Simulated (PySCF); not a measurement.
C8H16NP.
Atom-mapped SMILES: `[CH3:1][C:2]([CH3:3])([CH3:4])[NH:5][P:6]1[CH:7]=[CH:8][CH2:9][CH2:10]1` (hydrogens: H11, H12, H13 on C1; H14, H15, H16 on C3; H17, H18, H19 on C4; H20 on N5; H21 on C7; H22 on C8; H23, H24 on C9; H25, H26 on C10)

Cartesian coordinates in Å at the PBE0-D3(BJ)/def2-SVP level; atoms count from 1:
```xyz
26
C8H16NP angstrom
C     -2.8591    0.1563   -0.7880
C     -2.1994    0.1955    0.5899
C     -2.5998    1.4820    1.3104
C     -2.6406   -1.0200    1.4153
N     -0.7426    0.2335    0.4275
P      0.1098   -1.0035   -0.4178
C      1.2079   -1.6464    0.9033
C      2.4098   -1.0547    0.9445
C      2.6779    0.0106   -0.0804
C      1.5642   -0.0699   -1.1302
H     -3.9557    0.1520   -0.6943
H     -2.5575    1.0328   -1.3811
H     -2.5597   -0.7475   -1.3400
H     -2.2795    2.3616    0.7323
H     -2.1319    1.5360    2.3076
H     -3.6901    1.5313    1.4503
H     -2.1619   -1.0075    2.4075
H     -3.7323   -1.0404    1.5618
H     -2.3471   -1.9525    0.9069
H     -0.2719    0.5951    1.2539
H      0.8921   -2.4146    1.6151
H      3.1705   -1.3000    1.6951
H      2.7102    0.9977    0.4172
H      3.6738   -0.1180   -0.5372
H      1.9064   -0.6468   -2.0043
H      1.2194    0.9084   -1.4948
```

All values: PBE0/pcSseg-1 (PySCF, non-relativistic), on one gas-phase PBE0-D3(BJ)/def2-SVP geometry that isn't relaxed in the solvent. The solvent is an IEF-PCM continuum (cavity from Bondi-type radii × 1.2). Specific hydrogen bonds and non-electrostatic terms are outside this model.

```csv
run,E − E(gas) (kcal/mol),HOMO (eV),HOMO–LUMO gap (eV),dipole (D)
gas,0.00,-6.19,6.07,1.58
P,-3.91,-6.27,6.17,2.36
Q,-3.71,-6.26,6.16,2.31
```

**Question.** The runs were made in acetone and dimethylsulfoxide. Which run belongs to which solvent?

**Answer.** P = dimethylsulfoxide, Q = acetone. The dielectric constants are 20.49 (acetone), 46.83 (dimethylsulfoxide), and the energy falls further as ε rises. In this model the ground state sees the solvent through ε alone.

**Question.** How constant is the ratio of the lowering to (ε − 1)/(2ε + 1)?

**Answer.** 
```json
{"solvent": "acetone", "(ε − 1)/(2ε + 1)": "0.464", "E − E(gas) (kcal/mol)": "-3.71", "ratio (kcal/mol)": "-8.0", "polarisation term (kcal/mol)": "-4.26"}
{"solvent": "dimethylsulfoxide", "(ε − 1)/(2ε + 1)": "0.484", "E − E(gas) (kcal/mol)": "-3.91", "ratio (kcal/mol)": "-8.1", "polarisation term (kcal/mol)": "-4.53"}
```

The ratio changes by +1.2 % in size from acetone to dimethylsulfoxide. The polarisation term is half the interaction of the solute with the induced surface charges.
